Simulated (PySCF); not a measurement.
Cu (copper, neutral) across methods

[Ar] 3d9 4s2, 2D determinant (an excited configuration). Computed with PySCF 2.14 in x2c-TZVPPall, with the spin-free X2C one-electron Hamiltonian (Gaussian nucleus).

```
   method  E (hartree)  mean ε 3d β (eV)  mean ε 4s α (eV)  mean ε 4s β (eV)  Σ⟨r²⟩ (bohr²)   ⟨S²⟩
      UHF  -1653.13946           -18.831            -8.004            -7.793          35.61  0.752
      LDA    -1651.816            -9.435            -6.160            -5.998          33.79  0.751
    M06-L    -1654.622            -9.058            -5.824            -5.687          33.56  0.752
      M06    -1654.695           -11.769            -6.887            -6.645          33.40  0.751
      PBE    -1654.457            -9.207            -5.942            -5.775          34.11  0.751
     PBE0    -1654.454           -11.739            -6.638            -6.469          34.18  0.751
BHandHLYP    -1654.654           -14.281            -7.275            -7.130          34.38  0.751
   r2SCAN    -1654.669            -9.460            -6.156            -5.975          33.93  0.752
```

Estimate the same row for wB97X.

E (hartree) = -1654.748; mean ε 3d β (eV) = -14.206; mean ε 4s α (eV) = -8.794; mean ε 4s β (eV) = -8.675; Σ⟨r²⟩ (bohr²) = 34.07; ⟨S²⟩ = 0.751.
